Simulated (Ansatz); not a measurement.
System: sum formula GeH3Te4 (charge 0, doublet). It need not be the lowest isomer of its formula. 
Geometry from a B3LYP-D3(BJ)/def2-TZVP (Ansatz, an electronic-structure program) optimisation:
SMILES: [Te][Ge]([TeH])([TeH])[TeH]
```xyz
8

Te     0.2230     1.9471    -1.6305
Ge     0.0360    -0.0765    -0.1384
Te    -1.0417     1.3180     1.8167
Te    -1.3974    -2.1040    -0.8587
Te     2.2353    -1.1204     0.7553
H     -2.5109     1.3723     1.0389
H     -2.7532    -1.1506    -0.9993
H      3.1179     0.1146     0.0818
```
Charge 0, spin multiplicity 2.

Dipole moments at this geometry, in debye (magnitudes).

| level | program | dipole (D) |
|---|---|---|
| SVWN5/def2-TZVPD | Ansatz | 1.23 |
| PBE/def2-TZVPD | Ansatz | … |
| BLYP/def2-TZVPD | Ansatz | 1.21 |
| B97M-V/def2-TZVPD | Ansatz | 0.97 |
| B3LYP/def2-TZVPD | Ansatz | 0.89 |
| HSE06/def2-TZVPD | Ansatz | 0.77 |
| CAM-B3LYP/def2-TZVPD | Ansatz | 0.46 |
| wB97X-V/def2-TZVPD | Ansatz | 0.35 |
| CCSD(T)/def2-SVPD | Ansatz | … |

### Question
Fill in the missing entries.

### Answer

- PBE/def2-TZVPD, dipole (D): 1.15
- CCSD(T)/def2-SVPD, dipole (D): 0.54
